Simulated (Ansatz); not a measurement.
A run for Ansatz (a first-principles code): R-wB97X-V/def2-TZVPP on CH4Si (SMILES C[SiH]), a point of a torsion scan.

Ansatz 0.2 input:
```yaml
crystal:
  periodic: [false, false, false]
  atoms:
    - {symbol: C, position_ang: [-0.53745960, 0.01809329, -0.02320059]}
    - {symbol: Si, position_ang: [1.21609534, 0.79795619, -0.02634729]}
    - {symbol: H, position_ang: [-0.71425062, -0.69996708, -0.82531774]}
    - {symbol: H, position_ang: [-1.29627598, 0.79515035, -0.10741898]}
    - {symbol: H, position_ang: [-0.72110063, -0.49453013, 0.92033732]}
    - {symbol: H, position_ang: [1.78817094, 0.10132618, -1.22085294]}
basis:
  gaussian:
    orbitals: def2-TZVPP
hamiltonian:
  xc: {name: wB97X-V}
scf: {lower_state_search: off}
```

The head of its log:

```
WARN ansatz: RAYON_NUM_THREADS=1 ignored (pool sized by the plan → 1); use --threads N
Functional definition: wB97X-V
these checks for a lower state are left out or cut short: stability, starts, cluster_reference, orbital_swaps, neighbouring_geometries, increment
integrals: 0.05 GiB planned
707 factors; their error is unknown
integrals: 0.08 GiB planned
175 factors; integrals over basis functions are off by at most 1.4e-5 eV
mean field: 0.49 GiB planned
mean field evaluation 1: about -8974.0098 eV, gradient 3.6e1 eV
mean field evaluation 2: about -8975.2265 eV, gradient 2.7e1 eV
```

Q: Give the final energy of this run.

A: -329.8958 hartree.
